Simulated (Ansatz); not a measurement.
Consider the cleavage of the Si–Si bond: `C[SiH](O)[SiH3]` + `C=C(O)Cl` → `C=C(Cl)O[SiH3]` + `C[SiH2]O`.

Gas-phase electronic energies from Ansatz, PBE0-D4/def2-TZVP geometries. CBS: MP2 limit from def2 TZ/QZ plus the TZ coupled-cluster correction, frozen cores. This one scheme is used for every species. Functionals use def2-TZVPP. B3LYP here is the variant with VWN-RPA as its local correlation; programs differ in this. One conformer a species, not always the lowest.

**Question.** Is it downhill or uphill in electronic energy at CCSD(T)/CBS, and by how much? (Best estimate.)

**Answer.** Ansatz gave: Downhill: ΔE = -93.9 kJ/mol.

**Question.** What do these levels give: PBE-D4, r2SCAN-D4, PBE0-D4, B3LYP-D4, ωB97X-V, B2PLYP, HF/def2-TZVPP, MP2/def2-TZVPP, SCS-MP2/def2-TZVPP, CCSD/def2-TZVPP, CCSD(T)/def2-TZVPP, CCSD/CBS(def2)? (Best estimate.)

**Answer.** The calculation gave: PBE-D4 -69.3, r2SCAN-D4 -86.8, PBE0-D4 -75.2, B3LYP-D4 -93.4, ωB97X-V -89.6, B2PLYP -97.5, HF/def2-TZVPP -111.6, MP2/def2-TZVPP -102.1, SCS-MP2/def2-TZVPP -105.4, CCSD/def2-TZVPP -95.1, CCSD(T)/def2-TZVPP -93.3, CCSD/CBS(def2) -95.7 kJ/mol.

Largest T1 diagnostic among the species: 0.012.

In def2-TZVPP, CCSD(T) changes the Hartree–Fock value by +18.3 kJ/mol (the triples alone add +1.8 kJ/mol) and MP2 by +9.5 kJ/mol. From PBE to PBE0 (25 % exact exchange), in def2-TZVPP and without D4, ΔE moves by −6.1 kJ/mol.
